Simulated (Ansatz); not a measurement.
Computed with Ansatz on PBE0-D4/def2-TZVP structures; ΔE is electronic, products minus reactants. CBS: MP2 limit from def2 TZ/QZ plus the TZ coupled-cluster correction, frozen cores. DFT in def2-TZVPP. For Ti outer-core shells are correlated without core-valence functions, which leaves a few kJ/mol of doubt a bond. Scalar relativity is left out up to krypton. One conformer a species, not always the lowest.

`O[Si]1(Cl)CO1` + `[F][Ti]([F])([SH])[Cl]` → `O[Si]1(S)CO1` + `[F][Ti]([F])([Cl])[Cl]`  (redistribution)

Problem. Is it downhill or uphill in electronic energy at CCSD(T)/CBS, and by how much? (Estimate.)

Solution. Computed: Downhill: ΔE = -0.21 eV.

Problem. What do these levels give: r2SCAN-D4, PBE0-D4, ωB97X-V, B2PLYP, r2SCAN, PBE0, CCSD/def2-TZVPP, CCSD(T)/def2-TZVPP, SCS-MP2/def2-QZVPP, HF/CBS(def2), MP2/CBS(def2), CCSD/CBS(def2)? (Estimate.)

Solution. Ansatz gave: r2SCAN-D4 -0.24, PBE0-D4 -0.24, ωB97X-V -0.26, B2PLYP -0.22, r2SCAN -0.24, PBE0 -0.24, CCSD/def2-TZVPP -0.23, CCSD(T)/def2-TZVPP -0.22, SCS-MP2/def2-QZVPP -0.21, HF/CBS(def2) -0.28, MP2/CBS(def2) -0.20, CCSD/CBS(def2) -0.23 eV.

Largest T1 diagnostic among the species: 0.025, so the coupled-cluster value is less sure than usual.

In def2-TZVPP, CCSD(T) changes the Hartree–Fock value by +0.06 eV (the triples alone add +0.01 eV) and MP2 by +0.07 eV.
